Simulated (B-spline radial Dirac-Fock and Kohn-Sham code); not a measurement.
**Photoionisation of scandium ions at W Kα (59318.2 eV)**

Method: the independent-particle Dirac-Slater model, thresholds from Dirac-Fock. Computed with an atomic code on a B-spline grid. Cross sections in kb; a dash marks an empty subshell or a threshold above the photon energy.

```tsv
ion	configuration	total	1s	2s	2p1/2	3s	3d3/2
Sc	[Ar] 3d1 4s2	0.03785	0.0344	0.00284	7.44e-05	0.000384	1.73e-09
Sc¹¹⁺	[He] 2s2 2p6	0.03756	0.0344	0.00293	7.78e-05	–	–
Sc¹⁵⁺	[He] 2s2 2p2	0.03809	0.0346	0.00341	3.22e-05	–	–
Sc¹⁶⁺	[He] 2s2 2p1	0.03823	0.0347	0.00352	1.69e-05	–	–
```
